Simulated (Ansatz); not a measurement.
Mulliken charges of `B[SiH]1CO1` from r2SCAN/def2-TZVPP in Ansatz (PBE0-D4/def2-TZVP geometry).

```json
{"atom": "B1", "x (Å)": "-0.420", "y (Å)": "1.737", "z (Å)": "-0.096", "charge (e)": "-0.100"}
{"atom": "Si2", "x (Å)": "0.509", "y (Å)": "0.094", "z (Å)": "0.482", "charge (e)": "0.412"}
{"atom": "C3", "x (Å)": "0.016", "y (Å)": "-1.468", "z (Å)": "-0.348", "charge (e)": "-0.047"}
{"atom": "O4", "x (Å)": "-0.408", "y (Å)": "-1.221", "z (Å)": "1.001", "charge (e)": "-0.392"}
{"atom": "H5", "x (Å)": "-1.608", "y (Å)": "1.731", "z (Å)": "-0.209", "charge (e)": "0.037"}
{"atom": "H6", "x (Å)": "0.185", "y (Å)": "2.716", "z (Å)": "-0.416", "charge (e)": "0.023"}
{"atom": "H7", "x (Å)": "1.862", "y (Å)": "0.141", "z (Å)": "1.087", "charge (e)": "-0.083"}
{"atom": "H8", "x (Å)": "-0.796", "y (Å)": "-1.507", "z (Å)": "-1.071", "charge (e)": "0.075"}
{"atom": "H9", "x (Å)": "0.748", "y (Å)": "-2.269", "z (Å)": "-0.448", "charge (e)": "0.074"}
```

By hand: the dipole of these point charges (1 e Å = 4.8032 D).

Σ q r = (0.197, 0.247, -0.389) e Å, of length 0.501 e Å = 2.41 D.

How does the dipole of the full density compare? (An estimate is asked.)

Ansatz gave: (0.158, 0.138, -0.201) e Å, 1.40 D; the point charges give 1.72 times that, at 10° from its direction.

Point charges leave out the atoms' own dipoles, such as those of lone pairs, and Mulliken's split depends on the basis, so the two needn't agree.
